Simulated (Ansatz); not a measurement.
`[SiH3][SiH2]SS`: the same geometry under several functionals.

```yaml
crystal:
  periodic: [false, false, false]
  atoms:
    - {symbol: Si, position_ang: [0.228842, 1.988690, 0.287241]}
    - {symbol: Si, position_ang: [-0.521500, -0.211441, -0.015926]}
    - {symbol: S, position_ang: [1.166296, -1.493951, 0.328555]}
    - {symbol: S, position_ang: [0.251402, -3.326452, 0.071611]}
    - {symbol: H, position_ang: [1.319478, 2.295379, -0.675140]}
    - {symbol: H, position_ang: [0.734490, 2.172893, 1.672735]}
    - {symbol: H, position_ang: [-0.901464, 2.927483, 0.053587]}
    - {symbol: H, position_ang: [-1.610055, -0.547092, 0.938384]}
    - {symbol: H, position_ang: [-1.023274, -0.413765, -1.401682]}
    - {symbol: H, position_ang: [0.438986, -3.442744, -1.256466]}
basis:
  gaussian: {orbitals: def2-TZVPP}
hamiltonian: {xc: {name: BLYP}, dispersion: d4}
output: {orbitals: {seedname: orbitals}}
```

```sh
$ ansatz run in.yaml --threads 4 --pin off --events-out ev --progress --plain --max-ram 10444MiB
```

Output, abridged:

```
Functional definition: BLYP
1498 factors; their error is unknown
mean field evaluation 1: about -37522.9270 eV, gradient 2.4e1 eV
mean field evaluation 2: about -37523.8749 eV, gradient 2.0e1 eV
mean field evaluation 4: about -37524.9711 eV, gradient 2.0e0 eV
mean field evaluation 8: about -37524.9850 eV, gradient 5.6e-2 eV
mean field evaluation 16: about -37524.9462 eV, gradient 5.8e-5 eV
mean field -37524.94622420 eV, -1379.0163384174 hartree, gradient 5.8e-5 eV, S^2 0.000000; 0 other end points of the search recorded, 0 dependent functions left out
reference -37524.94662483 eV, -1379.0163531402 hartree; 33, 33 occupied and 219, 219 virtual orbitals, 1498 factors
Total energy: -37525.56022801 eV, -1379.0389026412 hartree
```

It took 1.9 s on 4 threads of an Arm Neoverse V2 on a shared host, with 0.37 GiB of host memory at the peak.

The same input with `hamiltonian: {xc: {name: LC-wPBE}}` (abridged; 2.6 s):

```
Functional definition: LC-wPBE
mean field evaluation 16: about -37514.3953 eV, gradient 1.0e-4 eV
mean field -37514.39525487 eV, -1378.6285974463 hartree, gradient 2.9e-5 eV, S^2 0.000000
Total energy: -37514.39525488 eV, -1378.6285974466 hartree
```

The same input with `hamiltonian: {xc: {name: BHLYP}, dispersion: d4}` (abridged; 3.3 s):

```
Functional definition: BHLYP
mean field evaluation 16: about -37525.3515 eV, gradient 7.8e-5 eV
mean field -37525.35153482 eV, -1379.0312333078 hartree, gradient 7.8e-5 eV, S^2 0.000000
Total energy: -37525.75690187 eV, -1379.0461302721 hartree
```

Changing it to `hamiltonian: {xc: hse06, dispersion: d4}` (abridged; 3.4 s):

```
Functional definition: HSE06
mean field evaluation 16: about -37510.5287 eV, gradient 4.3e-5 eV
mean field -37510.52866953 eV, -1378.4865030556 hartree, gradient 4.3e-5 eV, S^2 0.000000
Total energy: -37510.76191398 eV, -1378.4950746310 hartree
```

With the line `hamiltonian: {xc: lda}` (abridged; 1.2 s):

```
Functional definition: SPW92
mean field evaluation 16: about -37386.5491 eV, gradient 1.1e-4 eV
mean field -37386.54908371 eV, -1373.9303373132 hartree, gradient 1.3e-5 eV, S^2 0.000000
Total energy: -37386.54912701 eV, -1373.9303389046 hartree
```

With the line `hamiltonian: {xc: r2scan, dispersion: d4}` and forces (abridged; 5 s):

```
Functional definition: r2SCAN
mean field evaluation 16: about -37522.5949 eV, gradient 2.7e-4 eV
mean field -37522.59494860 eV, -1378.9299306327 hartree, gradient 8.1e-6 eV, S^2 0.000000
Total energy: -37522.66305331 eV, -1378.9324334345 hartree
Atom 0 force     0.002296     0.021408     0.001395 eV/Å
Atom 1 force    -0.039581     0.035196    -0.007614 eV/Å
Atom 2 force     0.103016     0.120506     0.036867 eV/Å
Atom 3 force    -0.060458    -0.163261     0.003415 eV/Å
Atom 4 force    -0.019199     0.000404     0.020130 eV/Å
Atom 5 force    -0.007659     0.002196    -0.026567 eV/Å
Atom 6 force     0.024712    -0.009232     0.006062 eV/Å
Atom 7 force     0.004979     0.005786    -0.018395 eV/Å
Atom 8 force    -0.006347     0.002565     0.016806 eV/Å
Atom 9 force    -0.001759    -0.015569    -0.032099 eV/Å
Dipole moment:    -0.121609     0.101043    -0.195780 e Å
```

HSE06 is the plane-wave form, built on full-range PBE exchange.
